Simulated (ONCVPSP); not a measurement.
## Potentials for Pd compared

Generated with ld1.x 7.5 (TM, RRKJ, ultrasoft, PAW), atompaw 4.2 or ONCVPSP 4.0.1. The cutoff is in Ry: for ld1.x and atompaw files where the sum of valence levels is converged to 10 mRy in a Bessel basis, for ONCV files where the hardest occupied wave has 1 mHa per electron of residual kinetic energy. The error is the largest all-electron minus pseudo excitation energy over each file’s own four to seven test configurations (ionisations up to +4, promotions, holes and added fractions of an electron), all of which were solved. The labels leave out finer settings (local radius, basis sizes, second energies), which also bear on the numbers. Spin-polarised tests are not counted. The rows are a selection from randomly drawn settings: files with unsolved tests, undetermined cutoffs or missed reference levels are left out.

| potential | cutoff (Ry) | largest error (meV) | bound ghosts |
| --- | --- | --- | --- |
| ONCV, LDA (Perdew-Wang 92), scalar-relativistic, rc 1.45/1.35/1.15 (spd), local d, core correction no, reference 4s2 4p6 4d9, qcut 9.4/10.8/7.3, projectors 2/1/0 | 81 | -2.0 | none |
| ONCV, PBE, scalar-relativistic, rc 1.45/1.25/1.55 (spd), local smoothed, core correction no, reference 4s2 4p6 4d9, qcut 6.4/9.8/12.1, projectors 2/3/1 | 75 | +3.3 | none |
| ONCV, LDA (Perdew-Wang 92), fully relativistic, rc 0.95/1.15/1.80 (spd), local smoothed, core correction yes, reference 4s2 4p6 4d8.5, qcut 7.9/7.2/9.3, projectors 2/2/2 | 173 | -38 | none |
| ONCV, PBE, scalar-relativistic, rc 1.40/1.65/1.30/1.55 (spdf), local smoothed, core correction yes, reference 4s2 4p6 4d9.5, qcut 9.3/7.6/8.6/8.1, projectors 2/1/2/2 | 62 | +2.7 | none |
| ONCV, PBE, scalar-relativistic, rc 1.55/1.75/1.60 (spd), local smoothed, core correction yes, reference 4s2 4p6 4d8, qcut 9.9/8.5/8.3, projectors 2/1/1 | 59 | -172 | none |

(1) Fill in the row for Pd: ONCV, PBE, scalar-relativistic, rc 1.10/1.50/1.90 (spd), local smoothed, core correction yes, reference 4s2 4p6 4d9, qcut 6.4/8.7/8.2, projectors 3/2/2.

(2) Fill in the row for Pd: ONCV, PBE, scalar-relativistic, rc 1.40/1.55/1.25 (spd), local smoothed, core correction no, reference 4s2 4p6 4d8, qcut 8.9/8.3/6.9, projectors 1/3/2.

(3) Fill in the row for Pd: ONCV, LDA (Perdew-Zunger), scalar-relativistic, rc 0.95/1.70/1.95 (spd), local smoothed, core correction yes, reference 4s2 4p6 4d9.5, qcut 5.5/10/6.6, projectors 2/2/2.

Results:

(1) cutoff 263 Ry, largest error +18 meV, bound ghosts: none.

(2) cutoff 104 Ry, largest error -297 meV, bound ghosts: none.

(3) cutoff 260 Ry, largest error -218 meV, bound ghosts: none.
